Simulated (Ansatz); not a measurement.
Geometry optimisation, UKS PBE0-D4/6-31G* in Ansatz.

The input (input.yaml):

```yaml
crystal:
  periodic: [false, false, false]
  atoms:
    - { symbol: Al, position_ang: [0.0, 0.0, 0.0] }
    - { symbol: Cl, position_ang: [0.0, 0.0, 2.48] }
    - { symbol: "N", position_ang: [1.6627, 0.0, -0.96] }
    - { symbol: H, position_ang: [2.1293, -0.9179, -1.2118] }
    - { symbol: H, position_ang: [2.1141, 0.9179, -1.2382] }
    - { symbol: "N", position_ang: [-1.6627, 0.0, -0.96] }
    - { symbol: H, position_ang: [-2.3316, -0.8164, -0.8614] }
    - { symbol: H, position_ang: [-1.9118, 0.8164, -1.5886] }
    - { symbol: Si, position_ang: [0.0, 0.0, 4.91] }
    - { symbol: H, position_ang: [-0.7436, -1.1581, 5.3974] }
    - { symbol: H, position_ang: [1.3747, -0.0649, 5.3974] }
    - { symbol: H, position_ang: [-0.6311, 1.223, 5.3974] }
magnetization:
  spin_polarized: true
  initial_magnetization: 1
basis:
  gaussian: { orbitals: "6-31G*" }
hamiltonian:
  xc: pbe0
  dispersion: d4
relax:
  f_tol: 0.15
  max_steps: 25
  restrain:
    - { distance: [1, 8], at: 3.33, k: 30.0 }
    - { distance: [0, 1], at: 2.23, k: 30.0 }
```

Command:

```bash
$ ansatz run input.yaml --threads 4 --pin off --max-ram 5120MiB --backend cpu --events-out ev --progress --plain --runs-dir out
```

Where does it end, and by what steps?

The run converged. The restraints hold the end off the free minimum; the threshold counts their pulls, which the force column leaves out. Restrained pairs: Cl2–Si9 (2.43 → 3.33 Å), Al1–Cl2 (2.48 → 2.20 Å). After 15 steps the energy has fallen by 2.087 eV (the restraints' own energy left out); H12 moved furthest, 1.40 Å.

| step | energy less start (eV) | largest force component (eV/Å) | accepted |
| --- | --- | --- | --- |
| 0 | 0.0000 | 2.134 | yes |
| 1 | -0.4609 | 1.900 | yes |
| 2 | -1.0119 | 1.208 | yes |
| 3 | -1.3856 | 1.061 | yes |
| 4 | -1.6865 | 1.063 | yes |
| 5 | -1.8032 | 1.085 | yes |
| 6 | -1.8802 | 1.098 | yes |
| 7 | -1.9407 | 1.131 | yes |
| 8 | -1.9831 | 1.176 | yes |
| 9 | -2.0158 | 1.183 | yes |
| 10 | -2.0325 | 1.219 | yes |
| 11 | -2.0477 | 1.194 | yes |
| 12 | -2.0584 | 1.143 | yes |
| 13 | -2.0766 | 1.153 | yes |
| 14 | -2.0821 | 1.144 | yes |
| 15 | -2.0872 | 1.154 | yes |

```xyz
12
Properties=species:S:1:pos:R:3
Al 0.034 0.016 -0.212
Cl 0.043 0.284 1.967
N 1.597 0.049 -1.031
H 1.751 -0.088 -2.020
H 2.470 0.199 -0.545
N -1.535 -0.212 -0.986
H -2.406 -0.239 -0.475
H -1.695 -0.318 -1.978
Si -0.151 0.338 5.294
H -0.997 -0.835 4.936
H 1.302 0.037 5.103
H -0.414 0.770 6.709
```

Run time: 45 s on 4 threads of Arm Neoverse V2, on a shared host, peak memory 0.34 GiB.
